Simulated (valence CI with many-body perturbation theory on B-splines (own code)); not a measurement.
**Level structure of Pr54+**

Method: valence CI with perturbative core correlation (CI+MBPT): three valence electrons over a frozen Dirac-Fock core [He], radial functions for each j: 11 s, 11 p, 10 d, 8 f, 5 g, 2 h, with the one-electron correlation potential Σ1, the two-electron term Σ2, the three-electron term Σ3, Breit, model QED; selected CI, second order for the rest, scaled by the run's own slope (own B-spline code, finite nucleus).

The last digits are not significant, and no measured levels were compared; by estimate large intervals hold to a few tenths of a per cent, small ones and those within an open d or f shell to about a per cent.

Levels 1 to 45 of 165, with energies above the lowest level, (2s^2 2p1/2) J=1/2. "Leading %" is the weight of the configuration and term that name the level; weights of strongly mixed levels are sums over their largest components and can fall short. In the jj column 3d3/2^4 stands for four electrons in 3d with j = 3/2. Lifetimes count E1, E2, E3, M1 and M2 decay at the calculated energies, and are blank where another channel may lead or the interval is too uncertain; long ones can be off by a factor of two.

| No. | Configuration | Term | J | E (eV) | Leading % | Second component | Leading jj | Lifetime |
| --- | --- | --- | --- | --- | --- | --- | --- | --- |
| 1 | 2s²2p | ²P° | 1/2 | 0.0 | 100 |  | 2s^2 2p1/2 (100 %) |  |
| 2 | 2s2p² | ⁴P | 1/2 | 187.3 | 55 | 29 % 2s2p² ²S | 2s 2p1/2^2 (99 %) | 79.1 ps |
| 3 | 2s²2p | ²P° | 3/2 | 529.3 | 99 |  | 2s^2 2p3/2 (99 %) | 387 ps |
| 4 | 2s2p² | ⁴P | 3/2 | 659.9 | 91 | 6 % 2s2p² ²D | 2s 2p1/2 2p3/2 (100 %) | 104 ps |
| 5 | 2s2p² | ²D | 5/2 | 694.4 | 59 | 41 % 2s2p² ⁴P | 2s 2p1/2 2p3/2 (99 %) | 196 ps |
| 6 | 2s2p² | ²P | 1/2 | 749.1 | 70 | 29 % 2s2p² ⁴P | 2s 2p1/2 2p3/2 (98 %) | 581 fs |
| 7 | 2s2p² | ²D | 3/2 | 750.0 | 64 | 35 % 2s2p² ²P | 2s 2p1/2 2p3/2 (100 %) | 694 fs |
| 8 | 2p³ | ²P° | 3/2 | 948.2 | 47 | 27 % 2p³ ²D° | 2p1/2^2 2p3/2 (98 %) | 874 fs |
| 9 | 2s2p² | ⁴P | 5/2 | 1207.3 | 59 | 40 % 2s2p² ²D | 2s 2p3/2^2 (99 %) | 3.16 ps |
| 10 | 2s2p² | ²S | 1/2 | 1289.4 | 69 | 17 % 2s2p² ⁴P | 2s 2p3/2^2 (99 %) | 716 fs |
| 11 | 2s2p² | ²P | 3/2 | 1290.4 | 63 | 30 % 2s2p² ²D | 2s 2p3/2^2 (99 %) | 407 fs |
| 12 | 2p³ | ⁴S° | 3/2 | 1441.6 | 55 | 45 % 2p³ ²D° | 2p1/2 2p3/2^2 (100 %) | 440 fs |
| 13 | 2p³ | ²D° | 5/2 | 1462.5 | 100 |  | 2p1/2 2p3/2^2 (100 %) | 490 fs |
| 14 | 2p³ | ²P° | 1/2 | 1505.2 | 100 |  | 2p1/2 2p3/2^2 (100 %) | 388 fs |
| 15 | 2p³ | ²P° | 3/2 | 2006.1 | 53 | 28 % 2p³ ²D° | 2p3/2^3 (100 %) | 295 fs |
| 16 | 2s²3s | ²S | 1/2 | 6322.7 | 97 |  | 2s^2 3s (97 %) | 9.93 fs |
| 17 | 2s²3p | ²P° | 1/2 | 6386.7 | 96 |  | 2s^2 3p1/2 (96 %) | 249 fs |
| 18 | 2s2p3s | ⁴P° | 1/2 | 6448.6 | 86 | 13 % 2s2p3s ²P° | 2s 2p1/2 3s (98 %) | 11.1 fs |
| 19 | 2s2p3s | ⁴P° | 3/2 | 6468.8 | 60 | 37 % 2s2p3s ²P° | 2s 2p1/2 3s (96 %) | 10.0 fs |
| 20 | 2s2p3s | ²P° | 1/2 | 6492.3 | 94 | 5 % 2s2p3s ⁴P° | 2s 2p1/2 3s (98 %) | 13.8 fs |
| 21 | 2s2p3p | ⁴D | 1/2 | 6502.6 | 72 | 20 % 2s2p3p ²P | 2s 2p1/2 3p1/2 (100 %) | 13.8 fs |
| 22 | 2s2p3p | ⁴D | 3/2 | 6524.6 | 42 | 30 % 2s2p3p ²D | 2s 2p1/2 3p1/2 (98 %) | 4.55 fs |
| 23 | 2s²3p | ²P° | 3/2 | 6545.0 | 95 |  | 2s^2 3p3/2 (95 %) | 105 fs |
| 24 | 2s2p3p | ⁴P | 1/2 | 6556.6 | 48 | 29 % 2s2p3p ²S | 2s 2p1/2 3p1/2 (99 %) | 10.8 fs |
| 25 | 2s²3d | ²D | 3/2 | 6590.9 | 97 |  | 2s^2 3d3/2 (97 %) | 1.60 fs |
| 26 | 2s²3d | ²D | 5/2 | 6633.8 | 96 |  | 2s^2 3d5/2 (96 %) | 1.60 fs |
| 27 | 2p²3s | ⁴P | 1/2 | 6665.8 | 28 | 18 % 2p²3s ²S | 2p1/2^2 3s (62 %) | 6.79 fs |
| 28 | 2s2p3p | ⁴P | 3/2 | 6668.2 | 31 | 27 % 2s2p3p ⁴D | 2s 2p1/2 3p3/2 (100 %) | 13.1 fs |
| 29 | 2s2p3p | ⁴D | 5/2 | 6693.3 | 46 | 35 % 2s2p3p ²D | 2s 2p1/2 3p3/2 (97 %) | 71.6 fs |
| 30 | 2s2p3p | ²D | 3/2 | 6696.1 | 44 | 21 % 2s2p3p ²P | 2s 2p1/2 3p3/2 (99 %) | 5.77 fs |
| 31 | 2s2p3d | ⁴F° | 3/2 | 6704.3 | 72 | 12 % 2s2p3d ²D° | 2s 2p1/2 3d3/2 (100 %) | 6.18 fs |
| 32 | 2s2p3p | ²P | 1/2 | 6713.5 | 26 | 19 % 2p²3s ⁴P | 2s 2p1/2 3p3/2 (62 %) | 5.34 fs |
| 33 | 2p²3p | ²P° | 1/2 | 6722.7 | 30 | 27 % 2p²3p ⁴D° | 2p1/2^2 3p1/2 (68 %) | 1.20 fs |
| 34 | 2s2p3d | ⁴F° | 5/2 | 6728.0 | 50 | 22 % 2s2p3d ²F° | 2s 2p1/2 3d3/2 (95 %) | 7.73 fs |
| 35 | 2s2p3d | ⁴D° | 3/2 | 6743.7 | 29 | 22 % 2s2p3d ²P° | 2s 2p1/2 3d3/2 (96 %) | 1.24 fs |
| 36 | 2s2p3d | ⁴D° | 1/2 | 6755.5 | 39 | 17 % 2s2p3d ²P° | 2s 2p1/2 3d3/2 (68 %) | 3.44 fs |
| 37 | 2s2p3d | ⁴P° | 5/2 | 6758.3 | 36 | 28 % 2s2p3d ⁴D° | 2s 2p1/2 3d5/2 (97 %) | 1.61 fs |
| 38 | 2s2p3d | ⁴F° | 7/2 | 6780.3 | 39 | 36 % 2s2p3d ²F° | 2s 2p1/2 3d5/2 (99 %) | 1.69 fs |
| 39 | 2s2p3d | ²F° | 5/2 | 6791.1 | 53 | 20 % 2s2p3d ²D° | 2s 2p1/2 3d5/2 (97 %) | 1.69 fs |
| 40 | 2s2p3d | ²D° | 3/2 | 6791.3 | 41 | 39 % 2s2p3d ²P° | 2s 2p1/2 3d5/2 (94 %) | 1.69 fs |
| 41 | 2p²3p | ²P° | 3/2 | 6899.9 | 32 | 21 % 2p²3p ⁴D° | 2p1/2^2 3p3/2 (96 %) | 5.66 fs |
| 42 | 2p²3d | ²D | 3/2 | 6934.2 | 41 | 33 % 2p²3d ⁴F | 2p1/2^2 3d3/2 (98 %) | 8.78 fs |
| 43 | 2s2p3s | ⁴P° | 5/2 | 6978.8 | 100 |  | 2s 2p3/2 3s (100 %) | 14.5 fs |
| 44 | 2p²3d | ²D | 5/2 | 6988.4 | 34 | 19 % 2p²3d ⁴D | 2p1/2^2 3d5/2 (98 %) | 1.75 fs |
| 45 | 2s2p3s | ²P° | 3/2 | 6999.1 | 78 | 22 % 2s2p3s ⁴P° | 2s 2p3/2 3s (99 %) | 8.77 fs |

The ionisation energy to 2s² ¹S0 of the next ion comes out as 11257 eV (NIST: 11262 ± 5 eV (theoretical)). All 165 levels together are meant to be complete up to 9158.2 eV.
